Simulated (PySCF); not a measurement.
Cl$_{4}$Nb, doublet, at a GFN2-xTB geometry (such geometries of metal compounds can be far from the true shape) (the multiplicity is a formal guess) (all electrons, no relativity); HF/3-21G run with PySCF.

Here is a job for PySCF.
```python
from pyscf import gto, scf

mol = gto.M(
    atom='''
Nb   -0.00000000   -0.00000000   -0.00000000
Cl    1.39623887   -0.63505096   -1.62030409
Cl    0.20127742    0.58522320    2.14363225
Cl   -0.55314100    1.99849900   -0.82352585
Cl   -1.04437529   -1.94867125    0.30019768
''',
    basis='3-21g',
    spin=1,
    verbose=3,
)

mf = scf.UHF(mol)
mf.kernel()
mf.analyze()
```

What does PySCF print? Leave out banner, timings and long lists.


```
converged SCF energy = -5565.03769972166  <S^2> = 0.75919463  2S+1 = 2.0091736
**** MO energy ****
                             alpha | beta                alpha | beta
MO #1   energy= -681.684172160466  | -681.684035984013  occ= 1 | 1
MO #2   energy= -104.147952925088  | -104.14817959352   occ= 1 | 1
MO #3   energy= -104.147952924859  | -104.14817959329   occ= 1 | 1
MO #4   energy= -104.147936350753  | -104.1481630496    occ= 1 | 1
MO #5   energy= -104.147829485826  | -104.148056112833  occ= 1 | 1
MO #6   energy= -97.1427617946441  | -97.1356314948658  occ= 1 | 1
MO #7   energy= -88.7722176534125  | -88.7668324134271  occ= 1 | 1
MO #8   energy= -88.7708237461533  | -88.7668324134164  occ= 1 | 1
MO #9   energy= -88.7708237461531  | -88.7608088684849  occ= 1 | 1
MO #10  energy= -17.7102381196019  | -17.7056722916207  occ= 1 | 1
MO #11  energy= -14.3348162045159  | -14.3304946933814  occ= 1 | 1
MO #12  energy= -14.3348162044978  | -14.3304946933524  occ= 1 | 1
MO #13  energy= -14.3266141081671  | -14.3193513168186  occ= 1 | 1
MO #14  energy= -10.5430270299359  | -10.5432662226881  occ= 1 | 1
MO #15  energy= -10.5430270296556  | -10.5432662224066  occ= 1 | 1
MO #16  energy= -10.5429757371927  | -10.5432159585194  occ= 1 | 1
MO #17  energy= -10.54256862456    | -10.54280702693    occ= 1 | 1
MO #18  energy= -8.82374344842357  | -8.80441612904458  occ= 1 | 1
MO #19  energy= -8.81023771818     | -8.80190482780199  occ= 1 | 1
MO #20  energy= -8.80718321276488  | -8.79799740346766  occ= 1 | 1
MO #21  energy= -8.80152310641976  | -8.79799740345066  occ= 1 | 1
MO #22  energy= -8.80152310640253  | -8.78845678197181  occ= 1 | 1
MO #23  energy= -8.00507773968005  | -8.0066259484051   occ= 1 | 1
MO #24  energy= -8.00492705157163  | -8.00646003789723  occ= 1 | 1
MO #25  energy= -8.0049270512923   | -8.00646003761861  occ= 1 | 1
MO #26  energy= -8.00477502423608  | -8.00636779660987  occ= 1 | 1
MO #27  energy= -8.00290500503044  | -8.00278710733086  occ= 1 | 1
MO #28  energy= -8.00267381252624  | -8.00278710705684  occ= 1 | 1
MO #29  energy= -8.00265967583263  | -8.00277857674673  occ= 1 | 1
MO #30  energy= -8.00265967556182  | -8.00232945897615  occ= 1 | 1
MO #31  energy= -8.00207724826636  | -8.00185668501282  occ= 1 | 1
MO #32  energy= -8.00207724799656  | -8.00162497157072  occ= 1 | 1
MO #33  energy= -8.00207126977571  | -8.00162497129794  occ= 1 | 1
MO #34  energy= -8.00162144057326  | -8.00158188361106  occ= 1 | 1
MO #35  energy= -2.8968901469948   | -2.84388893190594  occ= 1 | 1
MO #36  energy= -1.87544012096348  | -1.8190951537012   occ= 1 | 1
MO #37  energy= -1.86288766503119  | -1.81909515341261  occ= 1 | 1
MO #38  energy= -1.86288766487056  | -1.75900782449553  occ= 1 | 1
MO #39  energy= -1.1414918571197   | -1.14251877031167  occ= 1 | 1
MO #40  energy= -1.12917136253758  | -1.12935559643746  occ= 1 | 1
MO #41  energy= -1.11516604832378  | -1.11588448928649  occ= 1 | 1
MO #42  energy= -1.11516604804571  | -1.11588448900603  occ= 1 | 1
MO #43  energy= -0.624877745340727 | -0.59871272045811  occ= 1 | 1
MO #44  energy= -0.605554760659629 | -0.584406065536663 occ= 1 | 1
MO #45  energy= -0.587921170267727 | -0.575342605003985 occ= 1 | 1
MO #46  energy= -0.559747920447703 | -0.555142703427261 occ= 1 | 1
MO #47  energy= -0.559747920096101 | -0.555142703090361 occ= 1 | 1
MO #48  energy= -0.536713806852187 | -0.528717000625835 occ= 1 | 1
MO #49  energy= -0.527238932622911 | -0.528717000563399 occ= 1 | 1
MO #50  energy= -0.527238932583564 | -0.518074850077563 occ= 1 | 1
MO #51  energy= -0.521398242630935 | -0.516065097829985 occ= 1 | 1
MO #52  energy= -0.488582151905698 | -0.486015519564496 occ= 1 | 1
MO #53  energy= -0.488582151870361 | -0.486015519496684 occ= 1 | 1
MO #54  energy= -0.475273122690139 | -0.479697507739683 occ= 1 | 1
MO #55  energy= -0.440434034429719 | -0.0413114694657246 occ= 1 | 0
MO #56  energy= -0.0658369918734576 | -0.0189322185520456 occ= 0 | 0
MO #57  energy= -0.0411022503660157 | -0.018932218486016 occ= 0 | 0
MO #58  energy= -0.0411022503003663 | -0.0178106625823134 occ= 0 | 0
MO #59  energy= 0.00632580663929239 | 0.030842697164347  occ= 0 | 0
MO #60  energy= 0.0538681374305108 | 0.0644219237424128 occ= 0 | 0
MO #61  energy= 0.0665579809913457 | 0.0674568972271077 occ= 0 | 0
MO #62  energy= 0.0831632951962915 | 0.0831543815777414 occ= 0 | 0
MO #63  energy= 0.0831632952260073 | 0.0831543816071001 occ= 0 | 0

To work with the spin densities directly, `use mulliken_meta_spin()` only printing them here.

 ** Mulliken spin pop alpha/beta on meta-lowdin orthogonal AOs **
 ** Mulliken Spin Density (per atom)  **
spin density of  0 Nb =      1.04238
spin density of  1 Cl =     -0.01059
spin density of  2 Cl =     -0.01059
spin density of  3 Cl =     -0.01059
spin density of  4 Cl =     -0.01059
 ** Mulliken pop alpha/beta on meta-lowdin orthogonal AOs **
 ** Mulliken atomic charges   ( Nelec_alpha | Nelec_beta ) **
charge of  0Nb =      1.18641  (    20.42799     19.38561 )
charge of  1Cl =     -0.29660  (     8.64300      8.65360 )
charge of  2Cl =     -0.29660  (     8.64300      8.65360 )
charge of  3Cl =     -0.29660  (     8.64300      8.65360 )
charge of  4Cl =     -0.29660  (     8.64300      8.65360 )
Dipole moment(X, Y, Z, Debye): -0.00000,  0.00000,  0.00000
```
